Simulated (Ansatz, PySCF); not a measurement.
Dimer: aminoborane (SMILES BN) (first 6 atoms) with aminoborane (SMILES BN); geometry from B3LYP-D3(BJ)/def2-TZVP, rigid monomers moved along the line of their centres of mass till H5···N8 is 4.32 Å.
(charge 0, multiplicity 1):
```
atom    x (Å)    y (Å)    z (Å)
----  -------  -------  -------
B     -0.7839   0.3552  -0.2907
N      0.4300  -0.1995   0.0779
H     -1.0886   0.4051  -1.4420
H     -1.5094   0.7811   0.5601
H      0.7315  -0.2696   1.0382
H      1.0855  -0.5799  -0.5849
B      0.3489  -0.7655   5.9741
N      0.0867   0.3972   5.2604
H     -0.3621  -1.7100   5.8203
H      1.2885  -0.7942   6.7081
H      0.6296   1.2399   5.3607
H     -0.7033   0.5069   4.6428
```

Counterpoise-corrected where a basis set is named; no monomer relaxation. Rows marked so take none.

Cores are frozen in the correlated methods. Rows in 6-31G* carry no dispersion term and start afresh at each structure (6-31G* with six Cartesian d functions).

Programs: Ansatz (Gaussian basis) for Hartree–Fock, density functionals and correlated methods; PySCF for 6-31G* rows. Each number belongs to the level named beside it.

Question: Predict the interaction energy from HF/6-31G* (no counterpoise).

Answer: -0.3 kcal/mol

Ansatz is an electronic-structure program.
